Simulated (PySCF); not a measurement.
**EPR parameters of C5H6NOS2**

Compound: C5H6NOS2 (doublet state).
Geometry (GFN2-xTB, Å), atoms numbered from 1 in this order:
```xyz
15
C5H6NOS2 angstrom
N     -0.6578    3.0888   -0.3563
C     -0.4248    2.0103   -0.0581
C     -0.1231    0.6408    0.2794
C     -1.4197   -0.1838    0.3054
O     -1.1652   -1.3943    0.9734
C      0.8899    0.0788   -0.7448
C      1.4876   -1.2375   -0.4158
S      3.1136   -0.8299    0.0040
S      2.4823    1.0185   -0.7237
H      0.3236    0.6090    1.2803
H     -1.7601   -0.3639   -0.7247
H     -2.1935    0.3958    0.8294
H     -1.9799   -1.9025    1.0368
H      0.4500    0.1370   -1.7469
H      0.9726   -2.0591    0.0396
```

The hyperfine couplings belong to this conformer and change with its torsions.

As a line formula: `N#C[C@@H](CO)[C@@H]1[CH]SS1` [radical].

Theory: UKS B3LYP, pcH-1 on C H N O S, non-relativistic, mean-field spin-orbit, GIAO (PySCF). Isolated species at its GFN2-xTB geometry (one conformer only). A GFN2-xTB geometry isn't a minimum of the functional, and hyperfine couplings can be far from their values at a DFT geometry. No stability test was run, so a lower SCF solution isn't excluded.

- g1, g2, g3: 2.00194, 2.00329, 2.01038
- g_iso: 2.00521
- Form of g: rhombic: the two nearest values differ by 16 % of g3 − g1
- ⟨S²⟩: 0.7544 (exact 0.7500)
- HOMO–LUMO gap, α and β orbitals: 3.07, 4.48 eV
- Total energy: -1120.42296 Eh

Hyperfine couplings atom by atom, in 10⁻⁴ cm⁻¹; T1 to T3 are the principal values of the dipolar part (1 × 10⁻⁴ cm⁻¹ = 2.998 MHz):

```
atom  isotope  a_iso  of which spin–orbit     T1     T2    T3  Mulliken spin population
  N1      14N    0.1                  0.0   -0.1   -0.1   0.2                      0.01
  C2      13C    0.5                  0.0   -0.2   -0.2   0.4                      0.00
  C3      13C   20.5                  0.0   -1.5   -1.4   2.9                      0.04
  C4      13C   -0.7                  0.0   -0.2   -0.1   0.3                      0.00
  O5      17O   -0.9                  0.0   -0.3    0.1   0.2                      0.00
  C6      13C   -6.8                  0.0   -0.6   -0.3   0.9                     -0.05
  C7      13C   47.8                  0.2  -22.4  -22.0  44.4                      0.78
  S8      33S    2.4                 -0.2   -9.7   -7.8  17.5                      0.21
  S9      33S    0.5                  0.1   -1.2   -0.3   1.4                      0.01
 H10       1H   -1.2                  0.0   -1.4   -0.4   1.8                      0.00
 H11       1H    0.3                  0.0   -0.5   -0.5   1.0                      0.00
 H12       1H    1.1                  0.0   -0.3   -0.3   0.6                      0.00
 H13       1H    0.3                  0.0   -0.4   -0.3   0.7                      0.00
 H14       1H   27.5                  0.0   -1.6   -1.2   2.8                      0.03
 H15       1H   -9.4                  0.0  -10.1   -1.0  11.1                     -0.02
```

The largest Mulliken spin populations are on C7 (+0.78) and S8 (+0.21). The angles at C7 add up to 350.5°, so it is slightly pyramidal.

Under fast tumbling the dipolar parts average out, and these isotropic splittings remain: 1 × 1H (H14, I = 1/2, 2 lines) with 2.93 mT, 1 × 1H (H15, I = 1/2, 2 lines) with 1.01 mT, 1 × 1H (H10, I = 1/2, 2 lines) with 0.13 mT, 1 × 1H (H12, I = 1/2, 2 lines) with 0.12 mT and 1 × 1H (H13, I = 1/2, 2 lines) with 0.03 mT.

The 33S coupling of S8 (7.1 MHz) shows only in satellite lines or after enrichment, since that isotope makes up about 0.76 % of natural sulfur.

The 13C coupling of C7 (143.4 MHz) shows only in satellite lines or after enrichment, since that isotope makes up about 1.07 % of natural carbon.

β density exceeds α density at some nuclei, such as C6 (-0.0182), H15 (-0.0063) and C4 (-0.0018), spin density in bohr⁻³. In a single determinant that takes different orbitals for the two spins, that is spin polarisation.
